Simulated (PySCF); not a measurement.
## Highest orbital energy against ionisation energy along the 5p block

Calculated with PySCF 2.14, no spin-orbit coupling. Each cell gives −ε(HOMO) / ΔSCF in eV; NIST values include spin-orbit coupling, (s) semi-empirical, (t) theoretical.

| species | UHF | LDA | PBE | PBE0 | r2SCAN | NIST (lowest levels) |
| --- | --- | --- | --- | --- | --- | --- |
| In (aug-cc-pVTZ-PP with ECP28MDF, ECP) | 5.475 / 5.214 | 2.847 / 5.710 | 2.815 / 5.583 | 3.585 / 5.615 | 3.042 / 5.706 | 5.786 |
| Sn (aug-cc-pVTZ-PP with ECP28MDF, ECP) | 7.261 / 6.851 | 4.161 / 7.412 | 4.109 / 7.260 | 5.024 / 7.306 | 4.394 / 7.403 | 7.344 |
| Sb (aug-cc-pVTZ-PP with ECP28MDF, ECP) | 9.097 / 8.583 | 5.514 / 9.121 | 5.458 / 8.965 | 6.517 / 9.043 | 5.821 / 9.166 | 8.608 |
| Te (aug-cc-pVTZ-PP with ECP28MDF, ECP) | 8.487 / 7.734 | 5.383 / 8.989 | 5.254 / 8.721 | 6.273 / 8.722 | 5.489 / 8.735 | 9.010 |
| I (aug-cc-pVTZ-PP with ECP28MDF, ECP) | 10.406 / 9.546 | 6.851 / 10.784 | 6.708 / 10.498 | 7.859 / 10.525 | 6.986 / 10.531 | 10.451 |
| Xe (aug-cc-pVTZ-PP with ECP28MDF, ECP) | 12.418 / 11.465 | 8.363 / 12.611 | 8.223 / 12.328 | 9.513 / 12.394 | 8.580 / 12.428 | 12.130 |

Question: How far is −ε(HOMO) from ΔSCF on average for each method, and why?

Answer: UHF 0.63 eV; LDA -3.58 eV; PBE -3.46 eV; PBE0 -2.47 eV; r2SCAN -3.28 eV. Hartree-Fock orbital energies lack relaxation and so exceed the ΔSCF value; semilocal functionals have convex E(N) from self-interaction, so their HOMO lies far too high; exact exchange moves hybrids part of the way back.
